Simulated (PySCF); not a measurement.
PySCF job for In(Br)(OH)2 (BrH₂InO₂), SMILES [OH][In]([OH])[Br], B3LYP-D3(BJ)/def2-SVP. Geometry: B3LYP-D3(BJ)/def2-SVP. The def2 effective core potentials stand for the cores of In; spin–orbit coupling is left out. One conformer was computed; it need not be the lowest.

```python
import numpy as np
from pyscf import gto, scf, dft, df
from pyscf.hessian import thermo

mol = gto.M(
    atom='''
    In   -0.00209958   -0.67136697    0.00000000
    Br   -0.01777121    1.81413682    0.00000000
    O    -1.73531948   -1.65751106    0.00000000
    H    -1.57796489   -2.61393725    0.00000000
    O     1.71309525   -1.70161210    0.00000000
    H     2.48063016   -1.11088430    0.00000000
    ''',
    basis='def2-SVP',
    ecp={'In': 'def2-svp'},
    charge=0,
    spin=0,
    max_memory=1600,
    verbose=3,
)
mf = dft.RKS(mol, xc='b3lyp').density_fit(auxbasis='def2-universal-jkfit')
mf.disp = 'd3bj'
mf.grids.level = 3
mf.conv_tol = 1e-11
mf.max_cycle = 100
mf.kernel()

# [left out here: the lines that compute and print the analytic Hessian (its translational invariance restored by hand, since the grid's response is missing), thermochemistry and intensities]
```

Program output:

```
converged SCF energy = -2915.67787473266

WARN: DFTD3 does not support analytical Hessian, using finite difference


WARN: Mole.unit (angstrom) is changed to Bohr

Mode                                 0                   1                   2
Irrep
Freq [cm^-1]                       90.1081            119.2228            120.2487
Reduced mass [au]                   9.5218             12.9105              6.4427
Force const [Dyne/A]                0.0456              0.1081              0.0549
Char temp [K]                     129.6454            171.5351            173.0111
Normal mode                   x     y     z       x     y     z       x     y     z
       0  In                 0.04  0.00  0.00   -0.00  0.00 -0.06   -0.00  0.02  0.00
       1  Br                -0.05 -0.00 -0.00   -0.00  0.00  0.02    0.00  0.02 -0.00
       2   O                -0.03  0.13 -0.00    0.00 -0.00  0.13    0.08 -0.13 -0.00
       3   H                -0.12  0.11 -0.00    0.00 -0.00  0.17    0.20 -0.11 -0.00
       4   O                -0.04 -0.13 -0.00   -0.00 -0.00  0.13   -0.09 -0.13 -0.00
       5   H                 0.02 -0.20 -0.00   -0.00 -0.00  0.09   -0.02 -0.22 -0.00
Mode                                 3                   4                   5
Irrep
Freq [cm^-1]                      250.6190            265.7133            282.3565
Reduced mass [au]                  63.9711              1.0748              1.0965
Force const [Dyne/A]                2.3673              0.0447              0.0515
Char temp [K]                     360.5849            382.3023            406.2482
Normal mode                   x     y     z       x     y     z       x     y     z
       0  In                 0.00 -0.06  0.00   -0.00 -0.00 -0.00   -0.00 -0.00  0.00
       1  Br                -0.00  0.09 -0.00    0.00  0.00  0.00    0.00  0.00  0.00
       2   O                -0.03 -0.02  0.00    0.00 -0.00 -0.04    0.00 -0.00 -0.06
       3   H                -0.05 -0.02 -0.00   -0.00 -0.00  0.73    0.00 -0.00  0.62
       4   O                 0.03 -0.02  0.00    0.00 -0.00 -0.05   -0.00 -0.00  0.04
       5   H                 0.01  0.00 -0.00    0.00 -0.00  0.63   -0.00 -0.00 -0.72
Mode                                 6                   7                   8
Irrep
Freq [cm^-1]                      589.4637            619.4499            825.2643
Reduced mass [au]                  13.8071             15.4883              1.0697
Force const [Dyne/A]                2.8266              3.5016              0.4292
Char temp [K]                     848.1070            891.2505           1187.3715
Normal mode                   x     y     z       x     y     z       x     y     z
       0  In                -0.01  0.03  0.00    0.04  0.00  0.00   -0.01  0.00  0.00
       1  Br                -0.00 -0.00 -0.00    0.00 -0.00 -0.00    0.00 -0.00 -0.00
       2   O                -0.12 -0.07 -0.00   -0.16 -0.09 -0.00    0.01 -0.01 -0.00
       3   H                -0.04 -0.06  0.00   -0.05 -0.08  0.00   -0.35 -0.07 -0.00
       4   O                 0.16 -0.10 -0.00   -0.11  0.07 -0.00    0.01  0.06  0.00
       5   H                 0.10 -0.00  0.00   -0.06 -0.01 -0.00    0.57 -0.69 -0.00
Mode                                 9                  10                  11
Irrep
Freq [cm^-1]                      852.7413           3803.7059           3814.8906
Reduced mass [au]                   1.0832              1.0670              1.0672
Force const [Dyne/A]                0.4641              9.0956              9.1508
Char temp [K]                    1226.9049           5472.6860           5488.7781
Normal mode                   x     y     z       x     y     z       x     y     z
       0  In                 0.00  0.01  0.00   -0.00  0.00 -0.00    0.00 -0.00 -0.00
       1  Br                 0.00  0.00 -0.00   -0.00 -0.00  0.00    0.00 -0.00  0.00
       2   O                 0.05 -0.03  0.00   -0.01  0.06  0.00   -0.00  0.00  0.00
       3   H                -0.88 -0.17 -0.00    0.14 -0.95 -0.00    0.01 -0.04 -0.00
       4   O                -0.01 -0.02 -0.00    0.00  0.00  0.00   -0.05 -0.04 -0.00
       5   H                -0.22  0.27  0.00   -0.03 -0.02  0.00    0.77  0.58  0.00
temperature 298.1500 [K]
pressure 101325.00 [Pa]
Rotational constants [GHz] 4.86619 1.22465 0.97842
Symmetry number 1
Zero-point energy (ZPE) 0.02650 [Eh]   69585.481 [J/mol]
                           tot       elec      trans        rot        vib
Entropy [J/mol/K]       362.184      0.000    176.499    118.832     66.853
Cv [J/mol/K]             84.560      0.000     12.472     12.472     59.616
Cp [J/mol/K]             92.874      0.000     20.786     12.472     59.616
Internal energy [J/mol]                      3718.434   3718.434  80069.614
Internal energy [Eh]   -2915.64455  -2915.67787
Enthalpy [J/mol]                             6197.391   3718.434  80069.614
Enthalpy [Eh]          -2915.64360
Gibbs free energy [J/mol]                  -46425.825 -31711.440  60137.495
Gibbs free energy [Eh] -2915.68473
mode   freq/cm-1   IR/(km/mol)
   1       90.11         6.650
   2      119.22        16.944
   3      120.25        22.232
   4      250.62        21.775
   5      265.71       194.540
   6      282.36         0.173
   7      589.46        45.501
   8      619.45        73.760
   9      825.26        58.413
  10      852.74        94.905
  11     3803.71        70.832
  12     3814.89        57.726
max |gradient| / (hartree/bohr): 0.0001344995112442482
APT charges: [ 1.4657 -0.4765 -0.7218  0.237  -0.7449  0.2406]
```

The run converged.
